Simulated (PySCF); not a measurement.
CH₇NOSeSi₂.
Atom-mapped SMILES: `[O:1]=[CH:2][NH:3][SiH2:4][Se:5][SiH3:6]` (hydrogens: H7 on C2; H8 on N3; H9, H10 on Si4; H11, H12, H13 on Si6)

Computed with PySCF at CAM-B3LYP/def2-SVPD, non-relativistic, on one gas-phase PBE0-D3(BJ)/def2-SVP geometry that isn't relaxed in the solvent. The solvent is an IEF-PCM continuum (cavity from Bondi-type radii × 1.2), and excitations are vertical TDDFT with non-equilibrium linear response and a frozen core. Specific hydrogen bonds and non-electrostatic terms are outside this model. Spin–orbit coupling is left out although an atom past zinc is present.

Gas-phase singlets (H = HOMO, L = LUMO):

```
state  E (eV)  λ (nm)      f  leading configurations
   S1   5.462     227  0.013      H→L 51%, H-2→L 18%
   S2   5.577     222  0.005    H→L+2 41%, H→L+1 37%
   S3   5.712     217  0.011      H→L 32%, H-2→L 19%
   S4   6.432     193  0.021    H→L+1 30%, H→L+2 30%
   S5   6.643     187  0.023    H→L+3 58%, H-2→L 10%
```

What are the lowest 5 singlets in dimethylsulfoxide (ε = 46.83)?

| state | E (eV) | λ (nm) | f | leading configurations | change by rank (eV) |
| --- | --- | --- | --- | --- | --- |
| S1 | 5.599 | 221 | 0.028 | H→L 67%, H-2→L+3 10% | +0.137 |
| S2 | 5.662 | 219 | 0.001 | H→L+1 61%, H-2→L+3 14% | +0.085 |
| S3 | 5.858 | 212 | 0.019 | H→L 26%, H→L+1 19% | +0.146 |
| S4 | 6.657 | 186 | 0.041 | H→L+2 39%, H→L+4 19% | +0.225 |
| S5 | 6.714 | 185 | 0.079 | H-1→L 44%, H→L+3 22% | +0.071 |

How do the frontier levels move from gas to dimethylsulfoxide?

```
orbital  gas (eV)  solvent (eV)  change (eV)                     Löwdin shares, gas                 Löwdin shares, solvent
 LUMO+2      0.90          1.17        +0.27   Se5 23 %, Si6 18 %, H8 10 %, Si4 9 %   Si4 22 %, Si6 16 %, Se5 14 %, C2 9 %
 LUMO+1      0.74          0.82        +0.08   Se5 32 %, Si4 20 %, H8 12 %, H10 7 %  Se5 46 %, Si6 16 %, Si4 10 %, H11 5 %
   LUMO      0.43          0.48        +0.05  Se5 25 %, C2 14 %, Si4 13 %, Si6 11 %   Se5 33 %, Si6 16 %, Si4 10 %, C2 8 %
   HOMO     -8.22         -8.34        -0.12             Se5 72 %, Si6 9 %, Si4 8 %             Se5 71 %, Si6 9 %, Si4 7 %
 HOMO-1     -9.50         -9.43        +0.07   Se5 40 %, N3 18 %, O1 12 %, Si4 10 %   N3 31 %, Se5 24 %, O1 15 %, Si4 10 %
 HOMO-2     -9.63         -9.57        +0.06      O1 54 %, N3 12 %, C2 12 %, H7 6 %     O1 55 %, C2 12 %, Se5 11 %, H7 7 %
 HOMO-3    -10.08        -10.09        -0.01   Se5 33 %, O1 20 %, Si6 14 %, N3 12 %    Se5 39 %, O1 15 %, Si6 15 %, N3 8 %
```

The HOMO–LUMO gap goes from 8.65 to 8.82 eV. Rows go by rank; for LUMO, LUMO+1 and LUMO+2 the atom shares or the degeneracy differ between the runs, so the row needn't follow one orbital.

Time: 35 s of wall time; peak memory 1.1 GiB. Hardware: an Arm Neoverse V2 with one thread, shared host with 192 logical CPUs at a one-minute load of 88. This is the whole response run at CAM-B3LYP/def2-SVPD in dimethylsulfoxide, SCF included.

Shape of the structure used: `[O:1]=[CH:2][NH:3][SiH2:4][Se:5][SiH3:6]`: O1–C2–N3–Si4 0°, C2–N3–Si4–Se5 -65°, N3–Si4–Se5–Si6 81°.
